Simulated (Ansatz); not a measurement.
`[NH2][Al]([NH2])[NH2]` + `[F][Zr]([F])([F])[Br]` → `[NH2][Al]([NH2])[Br]` + `[NH2][Zr]([F])([F])[F]`  (redistribution)

Computed with Ansatz on PBE0-D4/def2-TZVP structures; ΔE is electronic, products minus reactants. CCSD(T)/CBS adds triple-zeta CCSD(T) − MP2 to the extrapolated MP2 energy (def2 sets, frozen cores). DFT in def2-TZVPP. def2 core potentials past Kr. For Br, Zr outer-core shells are correlated without core-valence functions, which leaves a few kJ/mol of doubt a bond. Scalar relativity is left out up to krypton. Each species was taken in one conformer, which may not be the lowest.

```csv
level,ΔE (kJ/mol)
revPBE-D4,3.1
PBE0,4.1
r2SCANh,7.3
RPA@PBE/def2-TZVPP,8.0
```

What does CCSD(T)/CBS give? (Best estimate.)

Computed: +6.9 kJ/mol. The listed levels differ from it by -3.8, -2.8, 0.4, 1.1 kJ/mol.

Largest T1 diagnostic among the species: 0.017.

At CCSD(T), def2-SVP lies −12.8 kJ/mol from the extrapolated value and def2-TZVPP −0.3 kJ/mol. Leaving LDA and LC-ωPBE aside and taking each functional with its dispersion term where it has one, the values, not all of them listed here, spread over 7.5 kJ/mol, from revPBE-D4 to B97M-V.
